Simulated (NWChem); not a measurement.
sulfur tetrafluoride (SF$_{4}$); SMILES FS(F)(F)F

```xyz
5

F      1.2205     0.0000     0.6180
S      0.0000     0.0000    -0.3866
F      0.0000    -1.6542    -0.2744
F      0.0000     1.6542    -0.2744
F     -1.2205     0.0000     0.6180
```
Atoms are numbered in this order, from 1.

Results from NWChem. Pople sets run with spherical d functions. The geometry was optimised at PBE0/def2-SVP. B3LYP is NWChem's, with the RPA form of VWN correlation. Total energies compare along this basis series because the functional is fixed.

```json
[
 {"level": "B3LYP/STO-3G", "basis functions": "29", "energy (Ha)": "-787.0510", "highest occupied level (eV)": "-2.72", "orbital gap (eV)": "6.37", "dipole (D)": "0.48"},
 {"level": "B3LYP/3-21G", "basis functions": "49", "energy (Ha)": "-793.2378", "highest occupied level (eV)": "-8.56", "orbital gap (eV)": "6.82", "dipole (D)": "1.16"},
 {"level": "B3LYP/6-31G*", "basis functions": "74", "energy (Ha)": "-797.4525", "highest occupied level (eV)": "-9.21", "orbital gap (eV)": "7.22", "dipole (D)": "0.80"},
 {"level": "B3LYP/6-31+G*", "basis functions": "94", "energy (Ha)": "-797.4924", "highest occupied level (eV)": "-10.00", "orbital gap (eV)": "7.15", "dipole (D)": "0.99"},
 {"level": "B3LYP/def2-SVP", "basis functions": "74", "energy (Ha)": "-797.0354", "highest occupied level (eV)": "-9.45", "orbital gap (eV)": "7.24", "dipole (D)": "0.99"},
 {"level": "B3LYP/def2-SVPD", "basis functions": "119", "energy (Ha)": "-797.0930", "highest occupied level (eV)": "-10.02", "orbital gap (eV)": "7.24", "dipole (D)": "0.88"},
 {"level": "B3LYP/def2-TZVP", "basis functions": "161", "energy (Ha)": "-797.7250", "highest occupied level (eV)": "-9.77", "orbital gap (eV)": "7.23", "dipole (D)": "0.83"},
 {"level": "B3LYP/6-311++G**", "basis functions": "118", "energy (Ha)": "-797.6186", "highest occupied level (eV)": "-10.16", "orbital gap (eV)": "7.13", "dipole (D)": "1.12"},
 {"level": "B3LYP/aug-cc-pVTZ", "basis functions": "234", "energy (Ha)": "-797.7045", "highest occupied level (eV)": "-9.89", "orbital gap (eV)": "7.23", "dipole (D)": "0.84"}
]
```
